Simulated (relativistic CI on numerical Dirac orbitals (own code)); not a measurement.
**Ligand-field terms of d8**

Computed with a parametric ligand-field model of a d^n configuration (Racah B and C, spin-orbit zeta, crystal field), exact diagonalisation.

Field parameters in Wybourne normalisation: Oh B⁴₀ = 21Dq, B⁴₄ = √(5/14) B⁴₀. The field is a parameter set, without covalency.

B = 390 cm⁻¹, C = 1790 cm⁻¹ (C/B = 4.59), Oh, no spin-orbit coupling. Tanabe-Sugano data, E/B above the lowest term (Δ = |10Dq|; b, c mark the second and third term of a kind):

```tsv
Δ/B	3A2	3T2	3T1	1E	1T2	1A1
1.0	0.00	1.00	1.79	14.90	15.57	21.95
5.0	0.00	5.00	8.68	16.18	20.60	24.51
9.0	0.00	9.00	15.00	16.57	25.10	26.36
13.0	0.00	13.00	20.68	16.74	29.37	27.72
17.0	0.00	17.00	25.79	16.84	33.54	28.72
21.0	0.00	21.00	30.51	16.90	37.65	29.49
25.0	0.00	25.00	35.00	16.95	41.73	30.08
29.0	0.00	29.00	39.34	16.98	45.78	30.55
33.0	0.00	33.00	43.58	17.00	49.83	30.93
37.0	0.00	37.00	47.77	17.02	53.87	31.25
41.0	0.00	41.00	51.91	17.04	57.90	31.51
45.0	0.00	45.00	56.03	17.05	61.92	31.73
```

The ground term stays 3A2.
